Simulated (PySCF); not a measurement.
[Gd(NH2)4]− relaxed at several levels

Computed with PySCF 2.14.0, def2-SVP on the ligands, density fitting, scalar-relativistic core potentials, no spin-orbit coupling, vacuum. Each row is relaxed at its own level from the same template. Distances are means of the shortest metal–ligand contacts, charges and spins Mulliken's; removal energies are rigid, with the ligand's formal charge and no counterpoise, so too large; for an anion taken off a cation in vacuum most of it is the attraction of opposite charges, and multiply charged cations can part far more cheaply with an electron moved from ligand to metal. lcecp potentials hold a fixed number of 4f electrons in the core, out of states, spins and gaps.

```csv
level,basis on the metal,point group,M–NH2 (Å),charge on M (e),removal of one NH2 (eV),"strongest infrared band, degenerate modes summed (cm⁻¹)",unstable modes (below −25 cm⁻¹)
PBE0,lcecp-1-SVP with ECP53,S4,2.280,0.65,5.20,–,not given
```

(1) What does the calculation give for PBE, lcecp-1-SVP with ECP53?

Moved off a saddle point of the template and relaxed again: PBE, PBE0. One start shape was tried for each, so a minimum needn't be the lowest isomer.

Results:

(1) point group: S4, M–NH2 (Å): 2.286, charge on M (e): 0.39, removal of one NH2 (eV): 5.21, strongest infrared band, degenerate modes summed (cm⁻¹): 444, unstable modes (below −25 cm⁻¹): 0.
```xyz
13

Gd    0.0001    0.0000    0.0000
N     1.3734    1.3491    1.2329
H     2.2440    1.0167    1.6751
H     1.3494    2.3606    1.4219
N    -1.3732   -1.2329    1.3492
H    -1.3492   -1.4203    2.3612
H    -2.2445   -1.6745    1.0180
N     1.3734   -1.3491   -1.2329
H     1.3494   -2.3606   -1.4219
H     2.2440   -1.0167   -1.6751
N    -1.3732    1.2329   -1.3492
H    -2.2445    1.6745   -1.0180
H    -1.3492    1.4203   -2.3612
```
